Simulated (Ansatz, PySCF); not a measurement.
Energy difference R1 + R2 → 2 P1, each structure at its B3LYP-D3(BJ)/def2-TZVP stationary point, reached from a drawn start (curvature not checked).
R1: Li2 (SMILES [Li][Li]), charge 0, multiplicity 1.
R2: Na2 (SMILES [Na][Na]), charge 0, multiplicity 1.
P1, LiNa (SMILES [Li][Na]) (charge 0, multiplicity 1, Z-matrix in Å and degrees):
```
Li
Na 1 2.8958
```

P less R. No zero-point or thermal terms.

Correlated levels freeze the cores.

The values were computed with Ansatz (a first-principles code); PySCF for the D3/D4 terms. Each number belongs to the level named beside it.

### Question
What reaction energy does MP2/def2-TZVPP give?

### Answer
0.5 kcal/mol

### Question
What reaction energy does BHLYP-D4/def2-TZVPP give?

### Answer
0.8 kcal/mol

### Question
What is the computed reaction energy (B3LYP-D4/def2-TZVPP)?

### Answer
0.7 kcal/mol
